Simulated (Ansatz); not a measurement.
Reaction (hydrogenolysis of a Ge–Cl bond): `F[C@H]1[SiH2][Ge@@H]1[Cl]` + H₂ → `F[CH]1[SiH2][GeH2]1` + HCl

Computed with Ansatz on PBE0-D4/def2-TZVP structures; ΔE is electronic, products minus reactants. CBS: MP2 limit from def2 TZ/QZ plus the TZ coupled-cluster correction, frozen cores. This one scheme is used for every species. Functionals use def2-TZVPP. B3LYP here is the variant with VWN-RPA as its local correlation; programs differ in this. For Ge outer-core shells are correlated without core-valence functions, which leaves a few kJ/mol of doubt a bond. Scalar relativity is left out up to krypton.

Question: Is it downhill or uphill in electronic energy at CCSD(T)/CBS, and by how much? (Estimate.)

Answer: Ansatz gave: Uphill: ΔE = +0.45 eV.

Question: What do these levels give: PBE-D4, r2SCAN-D4, ωB97X-V, B2PLYP, PBE, r2SCAN, PBE0, B3LYP, HF/def2-TZVPP, MP2/def2-QZVPP, HF/CBS(def2), CCSD/CBS(def2)? (An estimate is asked.)

Answer: The calculation gave: PBE-D4 0.52, r2SCAN-D4 0.52, ωB97X-V 0.46, B2PLYP 0.47, PBE 0.47, r2SCAN 0.51, PBE0 0.44, B3LYP 0.44, HF/def2-TZVPP 0.39, MP2/def2-QZVPP 0.53, HF/CBS(def2) 0.39, CCSD/CBS(def2) 0.41 eV.

Largest T1 diagnostic among the species: 0.013.

From PBE to PBE0 (25 % exact exchange), in def2-TZVPP and without D4, ΔE moves by −0.03 eV. The D4 term adds +0.07 eV with B3LYP and +0.04 eV with PBE0; it sums over pairs of atoms, weighted by their polarisabilities, and B3LYP, whose exchange is more repulsive, gets the larger term. In def2-TZVPP, CCSD(T) changes the Hartree–Fock value by +0.04 eV (the triples alone add +0.04 eV) and MP2 by +0.13 eV.
